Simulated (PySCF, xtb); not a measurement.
(Z)-1-bromo-2-chloroethene (C2H2BrCl), SMILES Cl/C=C\Br.

GFN2-xTB (xtb 6.7.1) at its own geometry gives an orbital gap of 3.98 eV and a dipole moment of 3.29 D.

Coordinates come from a B3LYP-D3(BJ)/def2-SVP optimisation.

Question: What does M06-2X/def2-TZVPD (PySCF) give? (Estimate from the structure and the level; the computed values follow.)

Answer: gap 8.70 eV (levels -8.52 and 0.18 eV), dipole 1.83 D.
